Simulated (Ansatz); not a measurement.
Species: CH3BClS (charge 0, doublet). It need not be the lowest isomer of its formula. 
Coordinates optimised at B3LYP-D3(BJ)/def2-TZVP (Ansatz, a program for electronic structure):
```
C
H 1 1.0866
H 1 1.0866 2 110.26
H 1 1.0878 2 110.04 3 -121.55
S 1 1.8432 2 109.88 4 -117.18
B 5 1.7443 1 105.88 2 -60.74
Cl 6 1.7328 5 130.76 1 0.00
```
Charge 0, spin multiplicity 2.

Basis-set convergence of Hartree-Fock and CCSD(T) correlation energies (hartree) with Ansatz. Valence correlation only, unless marked. UHF or UKS for open shells. Spin-orbit coupling is left out. No relativistic terms.

```
basis        functions       E(HF)  E(corr, CCSD(T))
-----------  ---------  ----------  ----------------
cc-pV(D+d)Z         89  -921.35375          -0.54232
cc-pV(T+d)Z        180  -921.39993          -0.69152
cc-pV(Q+d)Z        328  -921.41078          -0.73989
```

Extrapolating the two largest sets (X = 3 and 4) as X^-3: E(corr) = (64·(-0.73989) - 27·(-0.69152))/37 = -0.7752 Eh, an estimate of the basis-set limit. The largest set recovers 95.4 % of it, the smallest 70.0 %.
